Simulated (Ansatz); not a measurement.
HIPb (SMILES [I][PbH]) moved off its minimum; all values from Ansatz (a first-principles code), cores frozen in correlated methods. Elements past Kr take the def2 small-core potentials, without spin–orbit coupling.
(charge 0, multiplicity 1)
```xyz
3

Pb    -0.69102    -0.51825     0.81114
H     -1.79326    -1.09262    -0.59933
I      0.93336     0.77948    -1.16423
```

Forces at PBE/def2-TZVPP (eV/Å):

| atom | Fx | Fy | Fz |
|---|---|---|---|
| Pb1 | 0.076 | 0.097 | -0.420 |
| H2 | -0.022 | -0.037 | 0.199 |
| I3 | -0.055 | -0.061 | 0.221 |

### Question
Give the forces (eV/Å), the total energy and the dipole at CCSD(T)/def2-TZVPPD.

### Answer

```
atom      Fx      Fy      Fz
----  ------  ------  ------
Pb1    0.013   0.057  -0.431
H2     0.000  -0.028   0.248
I3    -0.013  -0.029   0.184
```
Energy -489.3709 hartree, dipole 3.85 D.
